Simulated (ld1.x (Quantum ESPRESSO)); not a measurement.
# Pseudopotential generation for N: PAW, LDA (PZ), scalar-relativistic.

```
Element                 : N (Z = 7)
Generator               : ld1.x (Quantum ESPRESSO) 7.5
Type                    : PAW
Functional              : LDA (PZ)
Relativity              : scalar-relativistic
Frozen core             : none
Valence charge          : 7
Reference configuration : 1s2 2s1 2p4
Partial waves           : 1s (bound): rcut 0.35, rcutus 0.40 bohr; 2s (bound): rcut 0.35, rcutus 0.40 bohr; 2p (bound): rcut 1.35, rcutus 1.70 bohr; 2p channel at 3.2 Ry: rcut 1.35, rcutus 1.70 bohr; 3d channel at 0.05 Ry: rcut 1.70, rcutus 2.00 bohr; 3d channel at 0.45 Ry: rcut 1.70, rcutus 2.00 bohr
Local potential         : all-electron potential smoothed inside 1.40 bohr (lloc = -1)
Core correction         : none
Augmentation charge     : BESSEL, radius 0.25 bohr
```

Question: Is the overlap operator S = 1 + Σ q|β⟩⟨β| positive definite (Bessel basis up to 400 Ry)?

Answer: Yes: its lowest eigenvalue is 0.32 (p channel).

Question: Tests: 1s2 2s2 2p3; 1s2 2s2 2p2; 1s2 2s2 2p1; 1s2 2s0 2p5; 1s2 2s1 2p3; 1s2 2s2 2p2.5; 1s2 2s1 2p0. Which has the largest error in its energy relative to the reference configuration, and how large is it?

Answer: 1s2 2s2 2p1, with +49 meV (all-electron minus pseudo) on +31.50 eV.

A Bessel basis up to 400 Ry misses an occupied level by 0.03 Ry, so cutoffs and ghosts were not judged.
